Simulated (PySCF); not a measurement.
Electronic structure of Au⁻ (gold, charge -1) at the UHF level

Configuration: [Xe] 4f14 5d10 6s2, closed-shell 1S. All numbers are calculated (PySCF 2.14, a scalar-relativistic core potential, in aug-cc-pVDZ-PP with ECP60MDF).

```json
{
 "Total energy": "-134.802959 hartree",
 "One-electron energy": "-243.6348 hartree",
 "Hartree (Coulomb) energy": "120.8829 hartree",
 "Exchange energy": "-12.0511 hartree",
 "⟨S²⟩": "0.0000",
 "⟨L²⟩": "0.000",
 "Sum of ⟨r⟩": "32.39 bohr",
 "Sum of ⟨r²⟩": "77.73 bohr²"
}
```

```tsv
shell	electrons	mean orbital energy (eV)	rms radius, mean of both spins (bohr)
5s	2	-120.39	1.01
5p	6	-67.682	1.16
5d	10	-5.753	1.78
6s	2	-1.150	4.24
```

Energies and moments cover only the electrons outside the core potential. Spin-orbit coupling, which splits the p, d and f shells strongly at this Z, is absent.
